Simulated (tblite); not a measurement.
Species: C₆H₈O₂ (charge +1 and doublet state).
Numbering: `[CH2+:1][CH:2]/[CH:3]=[CH:4]/[CH2:5][O:6][CH:7]=[O:8]` (hydrogens: H9, H10 on C1; H11 on C2; H12 on C3; H13 on C4; H14, H15 on C5; H16 on C7)
Bond orders are those of one Lewis drawing.

Computed with GFN2-xTB (tblite), gas phase: L-BFGS steps from a force-field or distance-geometry start until the largest atomic force falls under 0.01 eV/Å.

At the end of the run (lengths in Å): C1–C2 1.360, C7=O8 1.195, O6–C7 1.324, C2–C3 1.416, C5–O6 1.423, C4–C5 1.455, C1–H9 1.080, C5–O6–C7 114.0°, C1–C2–C3 122.5°, C2–C3–C4 122.5°, C4–C5–O6 113.9°, C1–C2–C3–C4 180°, C2–C3–C4–C5 -179°, C3–C4–C5–O6 -11°, H11–C2–C3–C4 0°, H11–C2–C1–H9 -179°.

Question: These geometries were met on the way; a selection of coordinates is given. Order them by energy above the end point, lowest first.
A. C1–C2 1.358, C7=O8 1.198, O6–C7 1.321, C2–C3 1.426, C5–O6 1.452, C4–C5 1.493, C1–H9 1.049, C5–O6–C7 119.8°, C1–C2–C3 122.8°, C2–C3–C4 130.4°, C4–C5–O6 111.0°, C1–C2–C3–C4 148°, C2–C3–C4–C5 172°, C3–C4–C5–O6 2°, H11–C2–C3–C4 -37°, H11–C2–C1–H9 -142°
B. C1–C2 1.325, C7=O8 1.205, O6–C7 1.320, C2–C3 1.443, C5–O6 1.463, C4–C5 1.487, C1–H9 1.114, C5–O6–C7 121.0°, C1–C2–C3 121.3°, C2–C3–C4 127.7°, C4–C5–O6 110.3°, C1–C2–C3–C4 156°, C2–C3–C4–C5 178°, C3–C4–C5–O6 0°, H11–C2–C3–C4 -58°, H11–C2–C1–H9 -122°
C. C1–C2 1.497, C7=O8 1.253, O6–C7 1.374, C2–C3 1.463, C5–O6 1.408, C4–C5 1.494, C1–H9 1.084, C5–O6–C7 123.8°, C1–C2–C3 114.5°, C2–C3–C4 120.8°, C4–C5–O6 110.4°, C1–C2–C3–C4 161°, C2–C3–C4–C5 180°, C3–C4–C5–O6 -2°, H11–C2–C3–C4 -73°, H11–C2–C1–H9 -113°
D. C1–C2 1.362, C7=O8 1.183, O6–C7 1.342, C2–C3 1.431, C5–O6 1.410, C4–C5 1.476, C1–H9 1.090, C5–O6–C7 119.8°, C1–C2–C3 119.4°, C2–C3–C4 129.4°, C4–C5–O6 111.9°, C1–C2–C3–C4 146°, C2–C3–C4–C5 171°, C3–C4–C5–O6 3°, H11–C2–C3–C4 -23°, H11–C2–C1–H9 -165°
E. C1–C2 1.354, C7=O8 1.187, O6–C7 1.330, C2–C3 1.409, C5–O6 1.415, C4–C5 1.460, C1–H9 1.071, C5–O6–C7 117.7°, C1–C2–C3 119.8°, C2–C3–C4 125.4°, C4–C5–O6 110.1°, C1–C2–C3–C4 156°, C2–C3–C4–C5 179°, C3–C4–C5–O6 -3°, H11–C2–C3–C4 -21°, H11–C2–C1–H9 -179°

Answer: E (0.179 eV), D (0.326 eV), A (0.599 eV), B (1.071 eV), C (1.971 eV).

| step | E above end (eV) | rms distance from the end, all atoms (Å) | largest force (eV/Å) | rms shift of all bonds from the end (Å) |
| --- | --- | --- | --- | --- |
| 13 | 0.179 | 0.407 | 0.401 | 0.007 |
| 7 | 0.326 | 0.445 | 0.771 | 0.012 |
| 4 | 0.599 | 0.458 | 1.442 | 0.018 |
| 2 | 1.071 | 0.471 | 2.790 | 0.024 |
| 0 | 1.971 | 0.483 | 5.448 | 0.045 |

Rows stand in the order of the answer.
